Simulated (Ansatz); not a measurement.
`F[SiH2]N[SiH2]Cl`, charge 0, multiplicity 1.

Problem. Give a relaxed structure at PBE0-D4/def2-TZVP (Ansatz 0.2.0). (Estimate.)

Solution. Ansatz gave: 
Z-matrix (Å, degrees):
```
Si
N 1 1.713
F 1 1.599 2 111.6
H 1 1.479 2 109.9 3 -117.4
H 1 1.478 2 108.2 3 117.7
Si 2 1.715 1 127.5 3 -98.3
H 2 1.011 1 116.3 3 83.5
Cl 6 2.059 2 112.1 1 -102.0
H 6 1.477 2 107.8 1 16.3
H 6 1.479 2 110.6 1 140.1
```
This is one stationary point; other conformers may exist.
